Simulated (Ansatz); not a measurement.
Ansatz results at the PBE0-D4/def2-TZVP geometry: HOMO–LUMO gap (PBE0/def2-TZVPP) 5.38 eV; LUMO energy (B3LYP/def2-TZVPP) -2.08 eV; ideal-gas entropy at 298 K and 1 bar (rigid rotor, harmonic PBE0-D4/def2-TZVP) 372 J/(mol·K).

Each molecule was computed in one conformer, which needn't be the lowest.

**Question.** Which molecule gave them?
A. `CC(C)Br`
B. `B[Si](C)(N)O`
C. `NC(F)[TeH]`
D. `C#CB[SiH2][SeH]`

**Answer.** B. The others give `C#CB[SiH2][SeH]`: 5.82, -1.28, 358; `CC(C)Br`: 7.92, -0.14, 314; `NC(F)[TeH]`: 5.41, -1.18, 330.

B3LYP here is the variant with VWN-RPA as its local correlation; programs differ in this.
